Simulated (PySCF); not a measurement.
Compound: CH₅GaS.
SMILES with atom numbers: `[CH3:1][S:2][GaH2:3]` (hydrogens: H4, H5, H6 on C1; H7, H8 on Ga3)

Method used: PBE0-D3(BJ)/def2-SVP geometry optimisation, gas phase (PySCF).

Problem. List the bond lengths and angles at this level.

Solution. 
```json
{"bond": "C1–S2", "length (Å)": "1.825", "order": "single"}
{"bond": "S2–Ga3", "length (Å)": "2.190", "order": "single"}
{"bond": "C1–H4, C1–H5, C1–H6", "length (Å)": "1.099", "order": "single"}
{"bond": "Ga3–H7, Ga3–H8", "length (Å)": "1.564", "order": "single"}
```

Bonds in one row agree within 0.01 Å and their mean is given. Orders are formal, as drawn. A selection of angles:
```json
{"angle": "S2–C1–H4", "degrees": "111.8"}
{"angle": "S2–C1–H5", "degrees": "108.8"}
{"angle": "H4–C1–H5", "degrees": "109.0"}
{"angle": "C1–S2–Ga3", "degrees": "103.5"}
{"angle": "S2–Ga3–H7", "degrees": "115.9"}
{"angle": "S2–Ga3–H8", "degrees": "116.8"}
{"angle": "H7–Ga3–H8", "degrees": "127.3"}
```

Ga3 (gallium bonded to S and 2 H) is planar (angles 127.3°, 116.8° and 115.9°, sum 360.0°, 0.00 Å off the plane of its three neighbours).

Point group: Cs (every atom within 0.08 Å of its image). No frequency check. One conformer, not necessarily the lowest (C1–S2–Ga3–H -179° and 0°).

On one thread of an Arm Neoverse V1, shared host, this took 14 s and 0.36 GiB of memory at its peak. This is the geometry optimisation.
